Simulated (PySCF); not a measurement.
**Na2F2: fields on a plane**

All numbers come from PBE0 in PySCF with Na def2-TZVP, F def2-TZVP; no relativity; density-fitted integrals.

The singlet minimum has Na–F 2.071 Å (×4); F–Na–F 93.9° (×2), Na–F–Na 86.1° (×2).

The plane holds Na1 at (0.00, 0.00), Na2 at (2.83, 0.00), F3 at (1.41, 1.51), F4 at (1.41, -1.51) Å. Columns run from x = -1.95 to 5.25 Å, rows from y = 3.75 (top) to -3.45 Å, in steps of 0.3 Å. Other isomers or separated fragments may lie lower.

Give the electron density (e/Å³) (cut at 5 e/Å³). Lower edges of the bins (e/Å³): '0' 0.000, '1' 0.030, '2' 0.076, '3' 0.151, '4' 0.268, '5' 0.455, '6' 0.750, '7' 1.218, '8' 1.960, '9' 3.136; top 5.00.


```
0000000000000000000000000
0000000000000000000000000
0000000000000000000000000
0000000000111100000000000
0000000012233210000000000
0000000123565421000000000
0000000135899642000000000
0000000147999852100000000
0000000247999852100000000
0000011235899642210000000
0000134534565434542000000
0000379963333358984100000
0001599994222379996200000
0001599994222379996200000
0000379963333358984100000
0000134534565434542000000
0000011235899642210000000
0000000247999852100000000
0000000147999852100000000
0000000135899642000000000
0000000123565421000000000
0000000012233210000000000
0000000000111100000000000
0000000000000000000000000
0000000000000000000000000
```

Give the electrostatic potential (V) (cut at 20 V). Lower edges of the bins (V): '0' -3.63, '1' -3.49, '2' -3.27, '3' -2.92, '4' -2.36, '5' -1.48, '6' -0.09, '7' 2.13, '8' 5.63, '9' 11.19; top 20.0.


```
6555555555444455555555566
6555555544444445555555666
6655555444333344555556666
6665555432111234455556666
6666555431000023455566666
6666555422565323455666666
6666655435999744556666666
6666665547999954566666666
6666776657999966667766666
6677777767999767777777666
6777889887677678988777766
7778899998666799999877766
7778999998767899999877766
7778999998767899999877766
7778899998666799999877766
6777889887677678988777766
6677777767999767777777666
6666776657999966667766666
6666665547999954566666666
6666655435999744556666666
6666555422565323455666666
6666555431000023455566666
6665555432111234455556666
6655555444333344555556666
6555555544444445555555666
```
